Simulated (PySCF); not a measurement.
Al(Et)(Vi)(OH), SMILES C=[CH][Al]([OH])[CH2]C, GFN2-xTB optimised geometry. Atoms within 1.6 Å of the plane z = 0.0 Å (x, y, z in Å): Al1 (-0.25, -0.01, 0.00), C2 (-1.27, -1.75, -0.02), C3 (-0.53, -2.91, 0.65), H4 (-1.50, -2.04, -1.06), H5 (-2.25, -1.62, 0.45), H7 (0.46, -3.04, 0.21), H8 (-1.08, -3.85, 0.55), C9 (-1.25, 1.72, 0.00), C10 (-0.62, 2.89, -0.01), H11 (-2.34, 1.74, -0.01), H12 (-1.13, 3.85, -0.01), H13 (0.46, 2.95, 0.00), O14 (1.39, -0.01, 0.00), H15 (2.34, 0.01, 0.00).

Method: PBE0/def2-TZVP (PySCF 2.14.0). Cells within 0.4 Å of a nucleus heavier than hydrogen are left out (blank, or x).

Map of the electrostatic potential (hartree/e), clipped to [-0.08, 0.12] on the plane z = 0.0 Å:

```
|2222222222222222222222222222222|
|2222222222222222222222222222222|
|2222222222233222222222222222222|
|2222222222345432222222222222222|
|2222222222499942222222222222222|
|2222222222599994333222222222222|
|2222222222499999984322222222222|
|2222222222399xx9997322222222222|
|2222222223499xx9998322222222222|
|2222222369999999995222222222222|
|222222359999x998532112222222222|
|22222236999xx996421012333332222|
|2222222489999999930013443333222|
|2222222234599999998868864433222|
|2222222222389999999999995433322|
|22222222224999xx99xx99996433322|
|2222222222389999999999995433322|
|2222222223599999999968764433222|
|2222222259999999930013443333222|
|22222223799xx995320012233332222|
|222222225999x995321111222222222|
|2222211123999999863212222222222|
|2222211111379999996222222222222|
|2222211111249999997322222222222|
|2222211111259998984222222222222|
|2222221112369942332222222222222|
|2222222222246521112222222222222|
|2222222222233221111222222222222|
|2222222222222211111222222222222|
|2222222222222211112222222222222|
|2222222222222221122222222222222|
```
Scale: ten equal steps from -0.035 (start of '0') to 0.120 (end of '9'), in the order '0123456789'; x runs from -6.00 to 6.00, y from -6.00 (bottom) to 6.00 (top).
